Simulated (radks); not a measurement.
Neutral holmium inside a hard spherical wall (all orbitals vanish at R), configuration held at [Xe] 4f11 6s2 and not refilled when levels cross. Method: scalar-relativistic Kohn-Sham, r2SCAN, spin-unpolarised, spherical densities, finite nucleus; meta-GGA in the generalised Kohn-Sham scheme; Fermi nuclear charge, rms radius 5.2022 fm; computed with a radial shooting solver on a logarithmic mesh with Libxc functionals. Eigenvalues in eV, with the zero of energy where the potential of the charges vanishes at infinity; a dash marks a level that is unbound or too diffuse for the functional's potential to be trusted. A positive occupied level is held by the wall or, in an anion where self-interaction has pushed it up, behind a barrier. The pressure on the wall is -dE/dV.

R (bohr)  E (hartree)  kinetic (hartree)    e(5s)    e(5p)   e(6s)   e(4f)  e(6p, empty)  e(5d, empty)  pressure (GPa)
free      -12616.4372          13642.806  -51.938  -26.871  -3.872  -3.060        -1.019        -0.860               0
15        -12616.4372          13642.807  -51.936  -26.869  -3.871  -3.058        -1.013        -0.858        0.000147
12        -12616.4369          13642.810  -51.908  -26.842  -3.850  -3.031        -0.953        -0.829         0.00518
8         -12616.4208          13642.919  -51.266  -26.208  -3.303  -2.404         0.146        -0.207           0.569
7         -12616.3951          13643.050  -50.662  -25.617  -2.667  -1.812         1.277         0.397            1.88
6         -12616.3294          13643.334  -49.629  -24.620  -1.309  -0.787         3.555         1.498            6.64
4         -12615.5956          13646.070  -44.371  -19.673  10.295   4.825        20.699         8.209             146
3.5       -12614.8606          13648.834  -41.010  -16.393  20.152   8.738        33.843        13.040             405
3         -12613.1993          13655.032  -35.050  -10.171  39.743  15.959        58.311        22.115            1320
2         -12596.2658          13711.768    5.848   37.500  184.72  60.519        222.04        86.920           25600
1.5       -12549.1428          13854.419   101.76   149.61  479.08  134.39        535.33        224.18          190000
